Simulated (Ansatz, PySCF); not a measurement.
Barrier from R1 to the saddle point P1, each structure at its B3LYP-D3(BJ)/def2-TZVP stationary point, reached from a drawn start; harmonic modes at that level show the others as minima.
R1, F3Si (SMILES F[Si](F)F) (charge 0, multiplicity 2):
```xyz
4

Si     0.000     0.000     0.427
F      1.483     0.000    -0.142
F     -0.742     1.284    -0.142
F     -0.742    -1.284    -0.142
```
P1, F3Si, a first-order saddle point (one imaginary mode, 700i cm⁻¹) (charge 0, multiplicity 2, Z-matrix in Å and degrees):
```
Si
F 1 1.6053
F 1 1.6053 2 120.00
F 1 1.6053 2 120.00 3 -180.00
```

```json
[
 {"level": "SVWN5/def2-TZVPP", "barrier height (eV)": "1.220", "minus CCSD(T)/CBS(cc-pV(T+d)Z, cc-pV(Q+d)Z)": "-0.456", "cost": "×0.6"},
 {"level": "PBE/def2-TZVPP", "barrier height (eV)": "1.231", "minus CCSD(T)/CBS(cc-pV(T+d)Z, cc-pV(Q+d)Z)": "-0.444", "cost": "×1"},
 {"level": "PBE-D3(BJ)/def2-TZVPP", "barrier height (eV)": "1.232", "minus CCSD(T)/CBS(cc-pV(T+d)Z, cc-pV(Q+d)Z)": "-0.443", "cost": "×1"},
 {"level": "BLYP-D4/def2-TZVPP", "barrier height (eV)": "1.202", "minus CCSD(T)/CBS(cc-pV(T+d)Z, cc-pV(Q+d)Z)": "-0.473", "cost": "×0.9"},
 {"level": "r2SCAN-D3(BJ)/def2-TZVPP", "barrier height (eV)": "1.521", "minus CCSD(T)/CBS(cc-pV(T+d)Z, cc-pV(Q+d)Z)": "-0.154", "cost": "×2"},
 {"level": "BHLYP-D4/def2-TZVPP", "barrier height (eV)": "1.731", "minus CCSD(T)/CBS(cc-pV(T+d)Z, cc-pV(Q+d)Z)": "0.056", "cost": "×1"},
 {"level": "CAM-B3LYP-D3(BJ)/def2-TZVPP", "barrier height (eV)": "1.521", "minus CCSD(T)/CBS(cc-pV(T+d)Z, cc-pV(Q+d)Z)": "-0.154", "cost": "×2"},
 {"level": "wB97X-V/def2-TZVPP", "barrier height (eV)": "1.572", "minus CCSD(T)/CBS(cc-pV(T+d)Z, cc-pV(Q+d)Z)": "-0.104", "cost": "×3"},
 {"level": "B2PLYP-D3(BJ)/def2-TZVPP", "barrier height (eV)": "1.538", "minus CCSD(T)/CBS(cc-pV(T+d)Z, cc-pV(Q+d)Z)": "-0.137", "cost": "×2"},
 {"level": "B2PLYP-D4/def2-TZVPP", "barrier height (eV)": "1.538", "minus CCSD(T)/CBS(cc-pV(T+d)Z, cc-pV(Q+d)Z)": "-0.137", "cost": "×2"},
 {"level": "SCS-MP2/cc-pV(T+d)Z", "barrier height (eV)": "1.780", "minus CCSD(T)/CBS(cc-pV(T+d)Z, cc-pV(Q+d)Z)": "0.105", "cost": "-"},
 {"level": "CCSD/cc-pV(T+d)Z", "barrier height (eV)": "1.797", "minus CCSD(T)/CBS(cc-pV(T+d)Z, cc-pV(Q+d)Z)": "0.122", "cost": "-"},
 {"level": "CCSD(T)/cc-pV(D+d)Z", "barrier height (eV)": "1.669", "minus CCSD(T)/CBS(cc-pV(T+d)Z, cc-pV(Q+d)Z)": "-0.007", "cost": "×3"},
 {"level": "CCSD(T)/CBS(cc-pV(T+d)Z, cc-pV(Q+d)Z)", "barrier height (eV)": "1.675", "minus CCSD(T)/CBS(cc-pV(T+d)Z, cc-pV(Q+d)Z)": "0.000", "cost": "×90*"}
]
```

 The comparison column counts from a level with limits of its own.

P less R. No zero-point or thermal terms; open shells are unrestricted. No path was followed down from the saddle.

Cores are frozen in the correlated methods. CBS(a, b) extrapolates the correlation energy as X⁻³ and adds the Hartree–Fock energy of set b.

The values were computed with Ansatz (a program for electronic structure) with Gaussian orbitals; PySCF for the D3/D4 terms. Each number belongs to the level named beside it.

Costs are rough ratios of core time to PBE/def2-TZVPP (about 6 s over the structures, on one shared machine); a dash marks a level with no comparable run of its own. A star marks coupled-cluster runs past 200 virtual orbitals, where the program's memory plan changes under this machine's limit, so their costs aren't comparable with smaller runs.
